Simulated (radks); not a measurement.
Isoelectronic series with 4 electrons, all held in the configuration [He] 2s2, which need not be the ground one along the series. All-electron calculation, Dirac Kohn-Sham, PBEsol, spin-unpolarised, spherical densities, point nucleus. Program: a radial shooting solver on a logarithmic mesh with Libxc functionals. Total energies (hartree) and orbital eigenvalues (hartree):

| ion | E (hartree) | 2s1/2 | 1s1/2 |
|---|---|---|---|
| Be | -14.53518 | -0.20371 | -3.87534 |
| N3+ | -50.96578 | -2.49358 | -16.50250 |
| Ne6+ | -109.98974 | -7.05501 | -38.18275 |
| Al9+ | -191.69025 | -13.88471 | -68.92784 |
| S12+ | -296.19331 | -22.99458 | -108.7807 |
| K15+ | -423.66198 | -34.40204 | -157.8001 |
| Ti18+ | -574.29698 | -48.12924 | -216.0597 |
| Mn21+ | -748.33814 | -64.20300 | -283.6481 |
| Ni24+ | -946.06625 | -82.65501 | -360.6693 |
| Ga27+ | -1167.80533 | -103.5221 | -447.2437 |
| Se30+ | -1413.92533 | -126.8465 | -543.5092 |
| Rb33+ | -1684.84524 | -152.6763 | -649.6218 |
| Zr36+ | -1981.03681 | -181.0658 | -765.7577 |
| Tc39+ | -2303.02887 | -212.0759 | -892.1141 |
| Pd42+ | -2651.41237 | -245.7752 | -1028.912 |
| In45+ | -3026.84621 | -282.2401 | -1176.396 |
| Te48+ | -3430.06412 | -321.5560 | -1334.842 |
| Cs51+ | -3861.8827 | -363.8181 | -1504.554 |
| Ce54+ | -4323.2108 | -409.1327 | -1685.871 |
| Pm57+ | -4815.0608 | -457.6183 | -1879.171 |
| Gd60+ | -5338.5613 | -509.4074 | -2084.874 |
| Ho63+ | -5894.9736 | -564.6484 | -2303.450 |
| Yb66+ | -6485.7094 | -623.5076 | -2535.426 |
| Ta69+ | -7112.3544 | -686.1724 | -2781.389 |
